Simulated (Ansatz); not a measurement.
Species: HCl$_{3}$Si, SMILES `[SiH](Cl)(Cl)Cl` (charge 0, multiplicity 1), formula HCl$_{3}$Si.

Question: How many basis functions does frozen-core CCSD(T)/cc-pVTZ // B3LYP-D3(BJ)/def2-TZVP (Ansatz, an electronic-structure program) use, how many core orbitals are frozen, and how many electrons are correlated?

Answer: 150 basis functions and 20 frozen orbitals, which leaves 26 correlated electrons. Core time is of the order of seconds.
